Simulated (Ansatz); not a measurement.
A nudged elastic band was laid between two geometries of CH₈MgO₂Si (13 atoms, charge 0, multiplicity 1).

Level of theory: Ansatz 0.2.0, RKS PBE/def2-SVP.

| Property | Result |
| --- | --- |
| movable images | 7 |
| climbing image | yes |
| spring | 5.0 eV/Å² |
| optimiser | quadratic models (default) |
| start path | through a guess of the saddle point |
| force threshold | 0.05 eV/Å |
| iteration limit | 60 |
| end points | relaxed |

Image 0:

```xyz
13
Properties=species:S:1:pos:R:3
Mg 0.034 -0.820 0.082
O 0.626 -0.829 -1.939
C -0.172 -2.417 1.429
H 0.542 0.170 -1.792
O -0.010 1.029 -0.389
Si -0.375 2.619 -0.096
H 1.479 -1.011 -2.371
H -0.252 -2.071 2.482
H 0.688 -3.120 1.383
H -1.084 -3.017 1.217
H -0.506 2.902 1.383
H 0.703 3.532 -0.637
H -1.673 3.031 -0.752
```

Image 8:

```xyz
13
Properties=species:S:1:pos:R:3
Mg 0.007 -0.821 0.098
O 0.551 -0.828 -1.935
C -0.160 -2.435 1.429
H 0.480 0.171 -1.786
O -0.031 1.031 -0.364
Si -0.342 2.637 -0.094
H 1.392 -1.015 -2.387
H -0.524 -2.122 2.430
H 0.814 -2.948 1.586
H -0.867 -3.206 1.052
H -0.442 2.956 1.380
H 0.756 3.503 -0.669
H -1.636 3.077 -0.740
```

**Question.** What changes between the two ends?

**Answer.** No bond is made or broken.

**Question.** What energy profile does the band end with?

**Answer.** The forces met the threshold. The highest image is number 5 of 0 to 8, 0.002 eV above the ends, which have the same energy within 2 meV. The top lies less than 8 meV above the higher end, about what the thresholds resolve: that end is a shoulder or a very shallow well. A vibrational analysis at the climbing image gives no mode beyond 40i cm⁻¹: the surface is too flat there to confirm a saddle point.

```
image  path coordinate (Å)  energy (eV)
    0                 0.00        0.000
    1                 0.15        0.000
    2                 0.31        0.001
    3                 0.46        0.001
    4                 0.61        0.001
    5                 0.74        0.002
    6                 1.03        0.000
    7                 1.33       -0.001
    8                 1.63       -0.001
```

**Question.** What is the geometry of the highest image?

**Answer.** 
```xyz
13
Properties=species:S:1:pos:R:3
Mg 0.052 -0.820 0.101
O 0.701 -0.806 -1.895
C -0.198 -2.429 1.425
H 0.626 0.193 -1.733
O 0.042 1.038 -0.354
Si -0.400 2.620 -0.125
H 1.556 -1.004 -2.315
H -0.149 -2.110 2.488
H 0.581 -3.209 1.284
H -1.180 -2.932 1.285
H -0.486 2.976 1.342
H 0.601 3.557 -0.760
H -1.747 2.926 -0.742
```

The run took 4.6 min on 2 threads of Arm Neoverse V1 (shared host), peak memory 0.16 GiB.
